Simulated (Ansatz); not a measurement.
Relaxation of ClFGeH5OP (10 atoms, charge 0, multiplicity 1), to a largest force component of 0.03 eV/Å in at most 50 steps.

All numbers below come from RKS PBE-D4/def2-SVP (Ansatz).

```xyz
10
Properties=species:S:1:pos:R:3
Ge 0.021 -0.719 -0.317
O 0.576 0.293 2.415
H -0.352 0.504 2.171
H 1.055 0.386 -0.622
F -1.366 0.062 0.476
Cl -0.781 -1.431 -2.216
P 0.618 -2.504 0.983
H 0.220 -3.468 -0.009
H 1.973 -2.394 0.507
H 0.480 -0.616 2.798
```

Q: Where does it end, and by what steps?

A: It converged. After 10 steps the energy has fallen by 0.059 eV; H8 moved furthest, 0.29 Å.

```tsv
step	energy less start (eV)	largest force component (eV/Å)	accepted
0	0.0000	0.575	yes
1	0.0847	1.894	no
2	-0.0232	0.761	yes
3	-0.0487	0.142	yes
4	-0.0505	0.094	yes
5	-0.0547	0.060	yes
6	-0.0559	0.079	yes
7	-0.0575	0.045	yes
8	-0.0583	0.043	yes
9	-0.0586	0.034	yes
10	-0.0588	0.019	yes
```

```xyz
10
Properties=species:S:1:pos:R:3
Ge -0.013 -0.718 -0.259
O 0.623 0.218 2.220
H -0.303 0.506 2.063
H 1.030 0.373 -0.579
F -1.407 0.085 0.512
Cl -0.873 -1.339 -2.175
P 0.513 -2.636 0.950
H 0.432 -3.496 -0.202
H 1.922 -2.387 0.772
H 0.519 -0.492 2.884
```

Whether the end is a true minimum wasn't checked by a vibrational analysis.

The run took 19 s on 4 threads of Arm Neoverse V2 (shared host), peak memory 0.19 GiB.
